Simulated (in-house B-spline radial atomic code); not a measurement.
# Solving the quasi-particle equation for 5s down of neutral technetium

Configuration [Kr] 4d5 5s2, highest spin, start HSE06; correlation leaves out the 4 deepest shells. Computed with a B-spline radial code for spherical atoms: all electrons, scalar-relativistic (spin-free one-electron X2C), finite nucleus, each spin shell either full or empty, empty states to l = 9 with an (l + 1/2)⁻⁴ tail; G0W0 by contour deformation at full frequency.

At the mean-field level ε = -4.485 eV the matrix elements are Σx = -8.247 eV, v_xc = -7.087 eV and Σc(ε) = -1.914 eV, and the slope of the correlation self-energy is dΣc/dω = -0.1765. The quasi-particle energy solves E = ε + Σx − v_xc + Σc(E).

Q: What does the linearised equation give?

A: Z = 1/(1 − dΣc/dω) = 1/1.1765 = 0.8500. The first-order shift is Σx − v_xc + Σc(ε) = -8.247 − (-7.087) + (-1.914) = -3.074 eV, so E ≈ ε + Z × shift = -4.485 + 0.8500 × (-3.074) = -7.098 eV.

Q: How does that compare with the full solution and with static screening?

A: Solving the equation at full frequency dependence gives E = -7.113 eV, where Σc = -1.467 eV and the weight is 0.831; the linearised value is off by 15 meV. Leaving Z out would give -7.559 eV. Static COHSEX puts -3.475 eV in place of Σc and gives -9.120 eV, 2.01 eV deeper. The tabulated removal energy is 7.119 eV (NIST, measured); the run leaves out spin-orbit coupling, Breit and QED terms.
